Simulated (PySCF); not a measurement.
Sn(Br)2 anion (Br₂Sn), SMILES [Br][Sn][Br] (connectivity only; charge and spin as stated), charge -1, multiplicity 2.

Geometry optimised at r2SCAN-D4/def2-SVPD. The spin state was assumed, not searched. The isomer is the one that the SMILES or the coordinates give; other isomers of the formula were not compared. The def2 effective core potentials stand for the cores of Sn; spin–orbit coupling is left out.

All values below come from PBE/def2-TZVPD in PySCF.

 A positive occupied level means that this level leaves the electron formally unbound; only the finite basis holds it.

Computed frontier levels, dipole moment and polarisability:
```
Property                                                              Value
------------------------------------------------  -------------------------
α spin, highest occupied and lowest empty level            0.62 and 2.08 eV
β spin, highest occupied and lowest empty level           -1.94 and 1.65 eV
dipole moment about the centre of nuclear charge                     1.89 D
mean static polarisability                           136.0 bohr³ (20.15 Å³)
polarisability, principal values                  122.4, 132.3, 153.2 bohr³
⟨S²⟩                                                0.753 (pure state 0.75)
```
